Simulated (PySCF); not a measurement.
## Orbital picture of SbP⁺

r²SCAN at R = 2.307 Å; Sb aug-cc-pVDZ-PP with ECP28, P aug-cc-pV(D+d)Z; scalar-relativistic core potentials (PySCF 2.14). State: ²Π (doublet), unpaired electrons π ↑. Only the outer orbitals are listed, counted within each symmetry, core potentials removing the inner ones.

```
spin  orbital  occ.  ε (eV)  on Sb (%)          main shells (%)
   α       7σ     1  -23.10         34          58 P s, 33 Sb s
   α       8σ     1  -18.80         57          55 Sb s, 40 P s
   α       4π     1  -13.65         38          59 P p, 36 Sb p
   α       9σ     1  -13.27         45          50 P p, 38 Sb p
   α       4π     1  -12.77         40          57 P p, 39 Sb p
   α       5π     0  -10.50         61          61 Sb p, 40 P p
   α       5π     0   -9.79         59          58 Sb p, 42 P p
   α      10σ     0   -6.07         65  58 Sb p, 37 P p, 8 Sb d
   β       7σ     1  -22.32         42          51 P s, 40 Sb s
   β       8σ     1  -18.24         52          48 Sb s, 45 P s
   β       9σ     1  -13.08         45          50 P p, 38 Sb p
   β       4π     1  -12.55         48          50 P p, 47 Sb p
   β       4π     0  -11.89         54          53 Sb p, 44 P p
   β       5π     0   -9.66         52          51 Sb p, 48 P p
   β       5π     0   -9.19         46          54 P p, 44 Sb p
```

**Question.** Which are the highest filled and the lowest empty level, where do they sit, and how wide is the gap?

**Answer.** Highest filled β 4π at -12.55 eV (in %: 50 P p, 47 Sb p); lowest empty β 4π at -11.89 eV (in %: 53 Sb p, 44 P p); the gap at r²SCAN is 0.66 eV. Both belong to one degenerate shell, split only by its one-sided filling, so this is no excitation gap.

- bond order (Mayer): 2.35
- ⟨S²⟩: 0.760
- charge on Sb (Mulliken, basis-dependent): 0.98
- charge on Sb (Löwdin, basis-dependent): 0.83
- dipole moment (positive dipole points towards P; it is taken about the centre of mass and depends on that origin): 0.85 D

Spin–orbit coupling is left out. The state was picked by a PBE0 search and need not be the measured ground state.
